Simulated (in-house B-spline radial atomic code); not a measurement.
The numbers below are computed, except where a source is named.
# Mo in an electron gas of r_s = 2.2: phase shifts, screening, friction and resistivity

A nucleus sits in a uniform electron gas with a rigid positive background. The Kohn-Sham equations are solved self-consistently in the spin-unpolarised LDA (PW92), non-relativistic, on B-splines with outgoing waves at the boundary and partial waves to l = 8. The model has no lattice, no bands and no magnetic solution. Atomic units; δ_l are the phase shifts at the Fermi level, counted so that each bound state adds π, and good to about 0.0005.

The density parameter is r_s = 2.2 bohr, near that of the valence electrons of Ga (3 per atom, density 5.91 g/cm³, mass 69.72 u, which gives r_s = 2.19).

```tsv
l	δ_l (rad)
0	11.8522
1	9.2126
2	5.2455
3	0.0269
4	0.0053
5	0.0005
6	-0.0002
7	-0.0004
8	-0.0004
```

Bound levels below the band bottom (hartree): s -16.11, p -13.14, d -7.679, s -1.697, p -0.8632 and deeper ones.

**Question.** Check the Friedel sum rule, and say where the screening charge sits.

**Answer.** k_F = (9π/4)^(1/3)/r_s = 0.87234. The rule is Z = (2/π) Σ (2l + 1) δ_l. The terms are s 7.545, p 17.595, d 16.697, f 0.120 and 0.024 beyond, in all 41.981 against Z = 42. Bound states hold 8 s, 18 p, 10 d electrons, so the scattering states carry 5.98 in all; where a term is smaller than its bound count, the bound level has drawn weight out of the band.

**Question.** Find the transport cross section and the electronic stopping of a 1 keV Mo ion (mass 95.95 u).

**Answer.** σ_tr = (4π/k_F²) Σ (l + 1) sin²(δ_l − δ_(l+1)). The terms for l = 0 to 3 are 0.2315, 1.0801, 2.2947, 0.0019, all together 3.6084, so σ_tr = 16.513 × 3.6084 = 59.586 bohr². With n = 3/(4π r_s³) = 0.02242, the friction coefficient is Q = n k_F σ_tr = 1.1654. For v well below v_F = 0.872, dE/dx = Q v; with 24801 eV per u at v = 1, v = √(1000/(24801 × 95.95)) = 0.0205, so dE/dx = 0.02389 hartree/bohr = 12.3 eV/nm. The largest term couples the d and f waves.

**Question.** What residual resistivity would 1 atomic per cent of such centres give in Ga?

**Answer.** Δρ = k_F n_i σ_tr/n in atomic units of 21.74 μΩ·cm. With one host atom per 3 electrons, n_i/n = 0.01/3, so Δρ = 0.8723 × 0.00333 × 59.586 × 21.74 = 3.77 μΩ·cm. This is an atom added to the gas, as on an interstitial site.

**Question.** On a substitutional site the background of one host ion, a sphere holding 3 charges, is taken out. The phase shifts for l = 0 to 4 become 11.5254, 8.9277, 4.6795, -0.0450, -0.0115. What follows?

**Answer.** The Friedel sum is now 38.99, for Z − 3 = 39. The sum in σ_tr is 4.8714, so σ_tr = 80.44 bohr² and Δρ = 5.09 μΩ·cm per atomic per cent, 1.35 times the value above. A real host ion scatters too, so this model doesn't give zero even for the host's own atom.
